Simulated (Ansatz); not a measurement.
H4OSi2, SMILES `O[Si][SiH3]` (excited triplet; H–O–Si–Si torsion 98°) (charge 0, multiplicity 3). This triplet is an excited state, 1.20 eV above the relaxed singlet at the level frozen-core CCSD(T)/cc-pVTZ // PBE0-D3(BJ)/def2-TZVP (Ansatz, a first-principles code).

Method: frozen-core fic-MRCISD+Q@CASSCF(2e,2o)/cc-pVTZ // PBE0-D3(BJ)/def2-TZVP run with Ansatz.

Ansatz 0.2 input:
```yaml
crystal:
  periodic: [false, false, false]
  atoms:
    - { symbol: O, position_ang: [2.207668, -0.631043, -0.179001] }
    - { symbol: Si, position_ang: [0.950258, -0.376507, 0.87191] }
    - { symbol: Si, position_ang: [-1.144663, 0.143056, -0.019973] }
    - { symbol: H, position_ang: [2.808698, 0.101819, -0.330621] }
    - { symbol: H, position_ang: [-1.142677, 1.429134, -0.772269] }
    - { symbol: H, position_ang: [-1.651259, -0.927263, -0.92197] }
    - { symbol: H, position_ang: [-2.028024, 0.260804, 1.168763] }
basis:
  gaussian: { orbitals: cc-pVTZ }
correlation:
  method: fic_mrcisd_q
  active_space: { window: { electrons: 2, orbitals: 2 } }
magnetization:
  spin_polarized: false
  initial_magnetization: 2
```

Output:

```
Functional definition: HF
900 factors; integrals over basis functions are off by at most 9.0e-4 eV
mean field evaluation 1: about -17822.3018 eV, gradient 3.4e1 eV
mean field evaluation 2: about -17822.3140 eV, gradient 3.4e1 eV
mean field evaluation 4: about -17825.4019 eV, gradient 3.8e0 eV
mean field evaluation 8: about -17825.5603 eV, gradient 1.2e-1 eV
mean field -17825.56070023 eV, -655.0772731346 hartree, gradient 1.5e-6 eV, S^2 2.000000; 0 other end points of the search recorded, 0 dependent functions left out
reference -17825.56070023 eV, -655.0772731346 hartree; 21, 19 occupied and 133, 135 virtual orbitals, 900 factors
state -17825.56070023 eV, -655.0772731346 hartree
contracted CI cycle   1: correlation 0.00000000 eV, 0.0000000000 hartree, residual 3.91e1 eV
contracted CI cycle   2: correlation -11.38797646 eV, -0.4185004157 hartree, residual 5.24e0 eV
contracted CI cycle   3: correlation -11.65694025 eV, -0.4283846530 hartree, residual 1.08e0 eV
contracted CI cycle   4: correlation -11.66965663 eV, -0.4288519710 hartree, residual 2.62e-1 eV
contracted CI cycle   5: correlation -11.67056558 eV, -0.4288853744 hartree, residual 8.04e-2 eV
contracted CI cycle   6: correlation -11.67064046 eV, -0.4288881262 hartree, residual 2.18e-2 eV
contracted CI cycle   7: correlation -11.67064606 eV, -0.4288883320 hartree, residual 5.90e-3 eV
contracted CI cycle   8: correlation -11.67064650 eV, -0.4288883483 hartree, residual 1.90e-3 eV
contracted CI cycle   9: correlation -11.67064654 eV, -0.4288883498 hartree, residual 5.52e-4 eV
state -17825.56070023 eV, -655.0772731346 hartree; corrected -17838.85653164 eV, -655.5658859264 hartree
Total energy: -17838.85653164 eV, -655.5658859264 hartree
```
